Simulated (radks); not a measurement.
Results of a calculation; reference values are marked as such.
Question: These are the eigenvalues of the occupied orbitals of an atom or ion with whole-number occupations (eV). Code: a radial shooting solver on a logarithmic mesh with Libxc functionals. Model: non-relativistic Kohn-Sham, LDA (Slater exchange, Perdew-Wang correlation), spin-unpolarised, spherical densities, point nucleus.

1s: -80986.32
2s: -13703.36
2p: -13207.19
3s: -3299.428
3p: -3061.858
3d: -2616.927
4s: -753.9546
4p: -649.1443
4d: -455.0214
4f: -191.0119
5s: -142.7522
5p: -106.8654
5d: -48.1434
6s: -27.1237
6p: -19.3433

Which element is it, and in what charge state? The configuration may be excited.

Answer: Z = 83, bismuth, charge +2: Bi2+ in [Hg] 6p1. The list shows which subshells hold electrons but not how many an open one holds; the 1s level, -2976.2 hartree, gives Z - s = 77.2 by -(Z - s)^2/2, which with screening narrows Z to a few neighbours, and the depths of the outer levels then fix element, charge and occupations together.
